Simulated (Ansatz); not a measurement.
Start from `[AlH2][BH][Al]([Cl])[Br]` and change one atom or group to get `[F][Al]([Cl])[Br]`.

Ansatz, PBE0-D4/def2-TZVP geometries, multiplicity 1. Each molecule was computed in one conformer, which needn't be the lowest.

Scalar relativity is left out up to krypton.

| property | `[AlH2][BH][Al]([Cl])[Br]` |
| --- | --- |
| zero-point energy (PBE0-D4/def2-TZVP) / kJ/mol | 72.5 |
| HOMO–LUMO gap (B3LYP/def2-TZVPP) / eV | 3.97 |
| size of the dipole moment (B3LYP/def2-TZVPP) / D | 1.87 |
| HOMO–LUMO gap (PBE/def2-TZVPP) / eV | 2.26 |
| LUMO energy (PBE/def2-TZVPP) / eV | -4.13 |
| HOMO–LUMO gap (ωB97M-V/def2-TZVPP) / eV | 8.30 |

**Question.** What does the change do to each property? (An estimate is asked.)

**Answer.** Ansatz gave: 
```csv
property,`[F][Al]([Cl])[Br]`,shift
zero-point energy (PBE0-D4/def2-TZVP) / kJ/mol,14.2,-58.3
HOMO–LUMO gap (B3LYP/def2-TZVPP) / eV,7.12,3.15
size of the dipole moment (B3LYP/def2-TZVPP) / D,0.58,-1.29
HOMO–LUMO gap (PBE/def2-TZVPP) / eV,5.52,3.26
LUMO energy (PBE/def2-TZVPP) / eV,-2.25,1.88
HOMO–LUMO gap (ωB97M-V/def2-TZVPP) / eV,11.64,3.34
```

With PBE0 the HOMO falls by 1.62 eV and the LUMO rises by 1.79 eV, so the gap widens by about 3.41 eV. PBE moves the HOMO by -1.38 eV and ωB97M-V by -1.81 eV. The zero-point energy changes by -58.3 kJ/mol with -12 modes. Dipoles are sizes alone; their direction can turn.

B3LYP here is the variant with VWN-RPA as its local correlation; programs differ in this.

Spin–orbit coupling is left out; it splits and shifts lone-pair levels of the heavy atoms by tenths of an eV.
